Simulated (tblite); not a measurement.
C6H13PSe.
Atom-mapped SMILES: `[CH3:1][CH:2]([CH3:3])[P@@H:4](=[Se:5])[CH:6]1[CH2:7][CH2:8]1` (hydrogens: H9, H10, H11 on C1; H12 on C2; H13, H14, H15 on C3; H16 on P4; H17 on C6; H18, H19 on C7; H20, H21 on C8)

Computed with GFN2-xTB (tblite), gas phase: L-BFGS steps from a force-field or distance-geometry start until the largest atomic force falls under 0.01 eV/Å.

Step 100: E = -685.2637 eV
```
atom  x, y, z in Å  |  force x, y, z in eV/Å
C1     -2.5591   -0.8019    0.0482   -0.002  -0.002  -0.007
C2     -1.3218    0.0806   -0.0662    0.006   0.002   0.002
C3     -1.4375    1.3338    0.7919    0.004  -0.008  -0.012
P4      0.1528   -0.9474    0.3834   -0.025   0.022  -0.044
Se5     0.3830   -2.6651   -0.7620    0.015  -0.016   0.004
C6      1.5881    0.1746    0.4285   -0.001  -0.013  -0.002
C7      2.8985   -0.3322   -0.1000   -0.021   0.046   0.021
C8      2.1163    0.6500   -0.8987   -0.015  -0.003   0.007
H9     -2.6881   -1.1461    1.0748    0.005   0.012  -0.007
H10    -3.4479   -0.2482   -0.2466   -0.024  -0.002  -0.005
H11    -2.4654   -1.6745   -0.5966    0.007  -0.002   0.006
H12    -1.1692    0.3564   -1.1195   -0.005   0.018   0.029
H13    -2.2608    1.9492    0.4336   -0.019  -0.012   0.020
H14    -0.5286    1.9276    0.7500    0.027   0.033  -0.028
H15    -1.6330    1.0704    1.8300    0.008  -0.017   0.002
H16    -0.0636   -1.1637    1.7511   -0.008  -0.022   0.010
H17     1.6065    0.8537    1.2727    0.009   0.011   0.000
H18     2.9349   -1.3533   -0.4526   -0.009  -0.014  -0.014
H19     3.7968   -0.0047    0.3993    0.043   0.004   0.000
H20     2.4647    1.6699   -0.9750    0.004  -0.013   0.002
H21     1.6245    0.2877   -1.7920    0.001  -0.023   0.017
```

Step 101: E = -685.2641 eV
```
atom  x, y, z in Å  |  force x, y, z in eV/Å
C1     -2.5593   -0.8016    0.0481    0.003   0.012  -0.011
C2     -1.3231    0.0835   -0.0664   -0.003  -0.004  -0.001
C3     -1.4390    1.3336    0.7960   -0.001  -0.021  -0.010
P4      0.1516   -0.9452    0.3792   -0.011   0.016  -0.048
Se5     0.3791   -2.6622   -0.7686    0.020  -0.006   0.010
C6      1.5864    0.1777    0.4236   -0.016   0.002   0.009
C7      2.8999   -0.3305   -0.0939    0.000  -0.009   0.012
C8      2.1211    0.6441   -0.9043   -0.017   0.006   0.022
H9     -2.6833   -1.1525    1.0731    0.008   0.012  -0.006
H10    -3.4500   -0.2473   -0.2386   -0.026  -0.001  -0.009
H11    -2.4674   -1.6699   -0.6027    0.007  -0.002   0.006
H12    -1.1719    0.3641   -1.1183   -0.008   0.009   0.021
H13    -2.2661    1.9471    0.4434   -0.010  -0.006   0.018
H14    -0.5311    1.9293    0.7546    0.017   0.036  -0.032
H15    -1.6307    1.0635    1.8326    0.006  -0.010   0.023
H16    -0.0625   -1.1632    1.7469   -0.009  -0.022   0.010
H17     1.5997    0.8634    1.2631    0.008   0.005  -0.007
H18     2.9389   -1.3550   -0.4389   -0.008   0.006  -0.008
H19     3.7954    0.0002    0.4082    0.040   0.008  -0.002
H20     2.4692    1.6633   -0.9861    0.003  -0.004   0.000
H21     1.6342    0.2744   -1.7967   -0.004  -0.028   0.002
```

Q: Estimate the geometry and energy of step 102. (The exact step hangs on the optimiser's Hessian estimate; all steps are aligned on step 101, rigid shifts and turns removed.)

A: E = -685.2647 eV, largest force 0.053 eV/Å
```
atom  x, y, z in Å  |  force x, y, z in eV/Å
C1     -2.5597   -0.8010    0.0474   -0.002   0.018  -0.013
C2     -1.3260    0.0881   -0.0663   -0.019  -0.007  -0.006
C3     -1.4417    1.3321    0.8042   -0.015  -0.025  -0.002
P4      0.1495   -0.9408    0.3708    0.012  -0.005  -0.036
Se5     0.3754   -2.6569   -0.7797    0.022   0.009   0.015
C6      1.5828    0.1836    0.4154   -0.013   0.017   0.001
C7      2.9019   -0.3286   -0.0826    0.016  -0.017   0.013
C8      2.1296    0.6336   -0.9137   -0.021   0.002   0.026
H9     -2.6750   -1.1639    1.0697    0.013   0.015  -0.014
H10    -3.4541   -0.2445   -0.2246   -0.019  -0.010  -0.014
H11    -2.4712   -1.6621   -0.6138    0.003   0.008   0.011
H12    -1.1781    0.3784   -1.1158   -0.011  -0.006   0.008
H13    -2.2743    1.9436    0.4607    0.002  -0.005   0.021
H14    -0.5361    1.9310    0.7611    0.011   0.043  -0.029
H15    -1.6263    1.0525    1.8393    0.007   0.001   0.034
H16    -0.0605   -1.1620    1.7391   -0.011  -0.021   0.002
H17     1.5878    0.8800    1.2461    0.006   0.005  -0.008
H18     2.9447   -1.3566   -0.4149   -0.002  -0.011  -0.010
H19     3.7931    0.0085    0.4244    0.021   0.008  -0.012
H20     2.4773    1.6516   -1.0070    0.002   0.005   0.004
H21     1.6520    0.2502   -1.8055   -0.002  -0.026   0.008
```

The energy changes by -0.0006 eV. The first-order estimate −F·Δx gives -0.0008 eV and the mean of the old and new forces, exact on a quadratic surface, -0.0005 eV. The step makes an angle of 85° with the force vector and moves no atom by more than 0.031 Å.

The cost below is that of the whole relaxation. The run took 1.2 s of wall time on an Arm Neoverse V1 with one thread, shared host with 32 logical CPUs at a one-minute load of 20.
